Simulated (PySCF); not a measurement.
**TDDFT excited states: C4H14N4W**

Species: W(NH)2(NMe2)2, C₄H₁₄N₄W (singlet state).
Bonds: W1–N2, W1–N4, W1–N6, W1–N15, N6–C7, N6–C8, N15–C16, N15–C17. Hydrogens: H3 on N2; H5 on N4; H9, H10, H11 on C7; H12, H13, H14 on C8; H18, H19, H20 on C16; H21, H22, H23 on C17.

The calculation used TDDFT B3LYP/def2-SVPD, vertical, gas phase, core orbitals frozen in the response, def2 core potentials past Kr (PySCF). Geometry: PBE0-D3(BJ)/def2-SVP; no solvent, vibrations or thermal averaging. Spin–orbit coupling is left out.

```
state  E (eV)  ν̃ (cm⁻¹)       f  main configurations (H = HOMO, L = LUMO)
   S1    4.16      33520  0.0062                                 H→L (96%)
   S2    4.52      36480   0.093                               H→L+1 (85%)
   S3    4.79      38620  0.0000                               H-1→L (96%)
   S4    5.07      40860  0.0006                               H→L+3 (95%)
   S5    5.14      41450   0.025                   H→L+2 (81%), H-3→L (9%)
   S6    5.17      41720   0.022                H-1→L+1 (74%), H→L+5 (20%)
   S7    5.24      42250   0.011                  H-3→L (80%), H→L+2 (10%)
   S8    5.29      42640   0.057                               H→L+4 (80%)
   S9    5.37      43320  0.0007                H-2→L (62%), H-3→L+1 (30%)
  S10    5.48      44160   0.099                             H-2→L+1 (76%)
```

Triplets (Tamm–Dancoff): T1 3.74 eV, H→L+1 (88%); T2 3.84 eV, H→L (82%), H-2→L (10%); T3 4.54 eV, H-1→L+1 (80%); T4 4.62 eV, H-1→L (81%).

The lowest singlet lies at 4.16 eV (298 nm, ultraviolet) and is weak; its leading configuration is HOMO→LUMO (96%). The most intense listed level is S10 at 5.48 eV (226 nm, f = 0.099), 1.32 eV above S1. It is the last of those listed, so stronger ones may follow. For S1 the Löwdin share of tungsten is at most 6% in HOMO and 49% in LUMO; for S10 the Löwdin share of tungsten is 15% in HOMO-2 and 49% in LUMO+1. Weighted by f, the mean energy of these states is 5.08 eV. The listed states span 1.32 eV, and the widest gap between neighbours is 0.37 eV (S1 to S2). The window holds the lowest 10 singlets.

On an Arm Neoverse N1 with one thread, no GPU, shared host with 64 logical CPUs at a one-minute load of 60, this took 4.5 min of wall time (with the writing of density and orbital grids) and 1.5 GiB of memory at its peak.
